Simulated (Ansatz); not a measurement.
Relaxation of BClH5OP (9 atoms, charge 0, multiplicity 1), to a largest force component of 0.03 eV/Å in at most 50 steps.

All numbers below come from RKS PBE/6-31G* in Ansatz.

```xyz
9
Properties=species:S:1:pos:R:3
B 0.207 0.535 -0.151
H -0.247 -0.406 2.012
Cl 1.431 -0.766 -0.345
O -1.062 0.335 -0.595
H -1.170 -0.559 -0.982
P 0.615 2.190 0.733
H 1.987 2.271 0.334
H 0.132 3.046 -0.313
H -0.173 0.239 2.309
```

Q: Where does it end, and by what steps?

A: The forces met the threshold. The force dipped under the threshold on the way, but the program's further checks kept it going. After 23 steps the energy has fallen by 0.241 eV; H2 moved furthest, 1.27 Å.

| step | energy less start (eV) | largest force component (eV/Å) | accepted |
| --- | --- | --- | --- |
| 0 | 0.0000 | 1.491 | yes |
| 1 | -0.1327 | 0.247 | yes |
| 2 | -0.1910 | 0.143 | yes |
| 3 | -0.2126 | 0.119 | yes |
| 4 | -0.2258 | 0.252 | yes |
| 5 | -0.2339 | 0.106 | yes |
| 6 | -0.2350 | 0.099 | yes |
| 7 | -0.2380 | 0.030 | yes |
| 8 | -0.2386 | 0.031 | yes |
| 9 | -0.2389 | 0.037 | yes |
| 10 | -0.2392 | 0.074 | yes |
| 11 | -0.2394 | 0.081 | yes |
| 12 | -0.2395 | 0.109 | yes |
| 13 | -0.2394 | 0.205 | no |
| 14 | -0.2399 | 0.026 | yes |
| 15 | -0.2402 | 0.057 | yes |
| 16 | -0.2401 | 0.190 | no |
| 17 | -0.2405 | 0.051 | yes |
| 18 | -0.2405 | 0.173 | yes |
| 19 | -0.2409 | 0.050 | yes |
| 20 | -0.2411 | 0.003 | yes |
| 21 | -0.2411 | 0.092 | yes |
| 22 | -0.2413 | 0.051 | yes |
| 23 | -0.2414 | 0.019 | yes |

```xyz
9
Properties=species:S:1:pos:R:3
B 0.304 0.614 -0.473
H -0.547 -0.733 3.206
Cl 1.491 -0.723 -0.624
O -0.951 0.471 -0.974
H -1.083 -0.408 -1.388
P 0.742 2.184 0.567
H 2.021 2.425 -0.027
H 0.028 3.125 -0.244
H -0.284 -0.073 2.961
```

Run time: 33 s on 2 threads of Arm Neoverse V2, with other jobs on the host, peak memory 0.14 GiB.
